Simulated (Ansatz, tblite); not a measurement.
Cost and result up the ladder for Si₃₉H₄₄, a nanocrystal cut from hexagonal silicon (83 atoms). Charge 0, multiplicity 1. Geometry: PBE-D4/def2-SVP.

```xyz
83

Si    3.910    3.077   -0.328
Si    3.762    2.039   -2.433
Si    5.036    0.048   -2.549
Si    0.280    3.593   -2.969
Si    1.501    1.572   -2.878
Si    1.346    0.457   -4.942
Si    3.592   -1.803   -2.768
Si    2.700   -1.484   -4.926
Si   -0.909   -0.052   -5.376
Si    3.098    2.850    3.422
Si    3.044    1.702    1.369
Si    4.247   -0.319    1.616
Si   -0.414    3.281    0.794
Si   -1.400    3.550   -1.326
Si    0.793    1.251    0.876
Si    0.659    0.161   -1.200
Si    2.867   -2.122    0.995
Si    1.901   -1.844   -1.135
Si   -2.824    1.720   -1.732
Si   -1.600   -0.299   -1.636
Si   -1.807   -1.419   -3.688
Si    0.473   -3.674   -1.532
Si   -0.769   -3.539   -3.532
Si    2.296    1.427    5.118
Si   -1.167    2.957    4.567
Si   -2.104    3.261    2.430
Si    0.052    0.929    4.627
Si   -0.066   -0.155    2.546
Si    1.173   -2.168    2.633
Si   -3.541    1.449    1.990
Si   -4.543    1.666   -0.128
Si   -2.325   -0.576    2.085
Si   -2.432   -1.715    0.041
Si   -0.268   -3.991    2.280
Si   -1.191   -3.727    0.135
Si   -5.937   -0.188   -0.537
Si   -4.678   -2.193   -0.446
Si   -3.200   -1.951    3.774
Si   -1.985   -3.980    3.891
H     5.340    3.441   -0.010
H     3.094    4.346   -0.353
H     4.259    2.997   -3.493
H     5.878    0.105   -3.801
H     5.970   -0.074   -1.373
H     1.215    4.755   -2.736
H    -0.330    3.752   -4.341
H     1.851    1.392   -6.018
H     4.372   -3.095   -2.703
H     3.857   -1.265   -5.871
H     1.931   -2.685   -5.411
H    -1.698    1.235   -5.409
H    -1.041   -0.721   -6.723
H     4.507    3.303    3.719
H     2.217    4.073    3.340
H     5.540   -0.274    0.847
H     4.592   -0.495    3.075
H     0.536    4.428    1.056
H    -2.211    4.826   -1.339
H     3.632   -3.425    1.016
H    -3.423    1.849   -3.115
H    -3.280   -1.622   -3.965
H     1.285   -4.948   -1.489
H     0.046   -3.852   -4.760
H    -1.859   -4.580   -3.426
H     2.397    2.096    6.468
H     3.123    0.168    5.152
H    -0.250    4.108    4.902
H    -2.264    2.919    5.602
H    -2.886    4.553    2.360
H    -0.535    0.012    5.675
H     1.813   -2.274    3.999
H    -4.616    1.401    3.052
H    -5.330    2.954   -0.186
H     0.520   -5.279    2.338
H    -2.137   -4.871   -0.157
H    -6.575   -0.048   -1.897
H    -7.037   -0.231    0.494
H    -4.763   -2.922   -1.764
H    -5.231   -3.100    0.625
H    -3.127   -1.227    5.096
H    -4.652   -2.234    3.479
H    -1.389   -4.139    5.267
H    -2.914   -5.144    3.647
```

Ansatz on 11 threads of AMD EPYC 7R13 on a shared host and a whole NVIDIA H100 80GB HBM3; xTB runs through tblite on one thread. Times are rough, summed over both states, and most runs start from the orbitals of an earlier one. PBE0-D4/def2-SVP serves as the yardstick here, not as an exact answer. The other state is a triplet.

The xTB rows come from tblite. Single mean-field runs in def2-SVP are fitted with def2-universal-jkfit. HOMO above LUMO, or a gap near zero within one spin, warns that the state may not be the lowest or that an electron is smeared out.

xTB has no spin-polarisation term.

```csv
level,functions,vertical triplet (eV),difference from PBE0-D4/def2-SVP (eV),remarks
GFN2-xTB,395,2.49,-1.34,–
GFN1-xTB,439,2.28,-1.55,–
PBE-D4/def2-SVP (with forces),922,3.17,-0.66,gap within one spin near zero (triplet)
PBE0-D4/def2-SVP,922,3.83,0.00,–
```

Task: Estimate how long each takes.

Result: GFN1-xTB 4.5 s; GFN2-xTB 11 s; PBE-D4/def2-SVP (with forces) 25 s; PBE0-D4/def2-SVP 50 s. On shared hardware such times vary by a factor of up to 3.
